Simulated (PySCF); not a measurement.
**Cd³⁺: interval between two levels**

Cd³⁺ [Kr] 4d9 [2D5/2, M_J = 5/2] → Cd³⁺ [Kr] 4d8 5s1 [4F9/2, M_J = 9/2], as a difference of total energies. Calculation: PySCF 2.14, in x2c-SVPall-2c with one added diffuse shell each of s, p, d type (7s10p7d1f, 79 functions); the two-component X2C-1e Hamiltonian. Correlated levels: [Ar] 3d10 frozen; the 6 highest virtual spinors dropped. "Screened" scales the spin-orbit matrix elements by Boettger's factors to mimic the two-electron term; Breit and QED terms are absent.

| method | interval between two levels (cm⁻¹) |
| --- | --- |
| GHF (spin-free) | 114950 |
| GMP2 (spin-free) | 117910 |
| GHF (screened spin-orbit) | 113270 |
| GMP2 (screened spin-orbit) | 116170 |

The labels give the starting determinants; with spin-orbit coupling the two ends relaxed to ⟨J²⟩ = 8.75, ⟨L²⟩ = 6.02, ⟨S²⟩ = 0.77 and ⟨J²⟩ = 24.76, ⟨L²⟩ = 12.08, ⟨S²⟩ = 3.74.
